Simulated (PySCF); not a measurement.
Predicted microwave data (PySCF 2.14.0, PBE0-D3(BJ)/def2-TZVP geometry optimisation, gas phase) for one isomer of C5H11NO:

- Rotational constants: A = 4663, B = 1506, C = 1444 MHz
- Dipole components: |μa| = 0.90 D, |μb| = 2.70 D, |μc| = 2.40 D
- Inertial defect: -93.81 u·Å²
- κ: -0.96

Problem. Which candidate fits, each taken in the one conformer that was computed?
A. `[CH3:1][CH2:2][C:3](=[O:4])[N:5]([CH3:6])[CH3:7]` with C1–C2–C3–O4 1°, C2–C3–N5–C6 -5° (N,N-dimethylpropionamide)
B. `[CH3:1][CH2:2][CH2:3][NH:4][C:5]([CH3:6])=[O:7]` with C1–C2–C3–N4 64°, C2–C3–N4–C5 -109°, C3–N4–C5–C6 178°
C. `[CH3:1][C:2]([CH3:3])([CH3:4])[NH:5][CH:6]=[O:7]` with C2–N5–C6–O7 -1°

Solution. B. It is CCCNC(C)=O, a near-prolate asymmetric top, point group C1. The candidates at the same level (rigid rotor, commonest isotopes):

```
      SMILES  A (MHz)  B (MHz)  C (MHz)  μa (D)  μb (D)  μc (D)  Δ (u·Å²)  point group                        rotor
  CCCNC(C)=O     4663     1506     1444    0.90    2.70    2.40    -93.81           C1  near-prolate asymmetric top
CCC(=O)N(C)C     4753     1840     1372    1.69    3.24    0.00    -12.58      near Cs               asymmetric top
CC(C)(C)NC=O     4130     1940     1854    2.86    2.51    0.00   -110.35           Cs  near-prolate asymmetric top
```

`CCC(=O)N(C)C` has B 22 % too high; `CC(C)(C)NC=O` has B 29 % too high. No structure here is proved a minimum.
